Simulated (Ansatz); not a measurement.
Isomers of Li$_{6}$H$_{7}$⁻ (singlet), relaxed with PBE0-D4/def2-TZVPD; total energies from Ansatz at CCSD(T)/def2-TZVPPD.

```csv
isomer,description,energy (Eh)
A,point group Cs; 3 × Li–Li 2.66 to 2.85 Å; 16 × H–Li 1.72 to 1.90 Å,-49.31093
B,point group C2; 18 × H–Li 1.78 to 1.90 Å,-49.32477
C,point group not assigned; 7 × Li–Li 2.52 to 2.92 Å; 12 × H–Li 1.72 to 1.89 Å,-49.31283
```

Correlated methods freeze no core orbitals; core or outer-core shells of Li are correlated, in sets that lack core-valence functions.

The isomers come from a short search, and lower ones may exist.

Q: Work out the relative energies (1 Eh = 2625.5 kJ/mol) and the Boltzmann populations at 500 K from electronic energies alone (R = 8.314 J/mol/K).

A: ΔE: A 36.3, B 0.0, C 31.3 kJ/mol. RT = 4.16 kJ/mol. Factors exp(−ΔE/RT): A 0.000162, B 1, C 0.00054; sum 1.001. Populations: A 0.0 %, B 99.9 %, C 0.1 %. Zero-point energy, vibrational entropy and symmetry numbers are left out and can shift these; an error of 4 kJ/mol changes a ratio by a factor of 2.6. Over the other density-functional and correlated levels in def2 sets, the gap between B and C ranges from 30 to 39 kJ/mol.
